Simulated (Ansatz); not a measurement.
Saddle search on SiH₂Cl₃O, doublet by partitioned rational-function steps on PBE0-D4/def2-TZVP gradients (Ansatz 0.2.0), from this start:

| atom | x (Å) | y (Å) | z (Å) |
| --- | --- | --- | --- |
| H1 | -0.9287 | -0.7820 | -0.3129 |
| Si2 | 0.3690 | -0.1226 | -0.6058 |
| Cl3 | 1.2372 | -1.1904 | -2.1303 |
| Cl4 | 1.6403 | -0.2486 | 1.0037 |
| Cl5 | 0.1741 | 1.8061 | -1.2345 |
| O6 | -1.4142 | 0.5506 | 1.2777 |
| H7 | -1.0777 | -0.0132 | 2.0020 |

```tsv
step	energy less the last (meV)	largest force (eV/Å)	curvature followed (eV/Å²)
1	26.0	0.320	-0.28
2	11.4	0.130	-0.29
3	7.4	0.068	-0.33
4	4.6	0.200	-0.36
5	6.2	0.337	-0.45
6	6.5	0.358	-0.81
7	2.7	0.154	-0.75
8	1.9	0.050	-0.77
9	1.5	0.019	-0.75
10	1.2	0.138	-0.73
11	0.8	0.024	-0.66
12	0.6	0.019	-0.53
13	0.3	0.115	-0.54
14	0.1	0.019	-0.63
15	0.0	0.016	-0.64
16	0.0	0.060	-0.64
17	-0.1	0.024	-0.59
18	-0.2	0.100	-0.59
19	-0.3	0.037	-0.36
20	-0.2	0.014	0.03
21	3.1	0.246	-0.20
22	0.4	0.020	-0.41
23	0.3	0.028	0.02
24	0.6	0.202	-0.27
25	0.5	0.074	-0.39
26	0.3	0.060	-0.13
27	7.1	0.559	-0.14
28	0.5	0.150	-0.20
29	0.4	0.020	-0.13
30	0.2	0.037	-0.08
31	0.0	0.021	-0.10
32	0.0	0.006	-0.08
```

The search ended at:

H1  (-0.867, -0.654, -0.253)
Si2  (0.446, -0.104, -0.651)
Cl3  (1.187, -1.256, -2.153)
Cl4  (1.723, -0.201, 0.932)
Cl5  (0.273, 1.804, -1.296)
O6  (-1.612, 0.456, 1.362)
H7  (-1.152, -0.045, 2.059)
(Å)
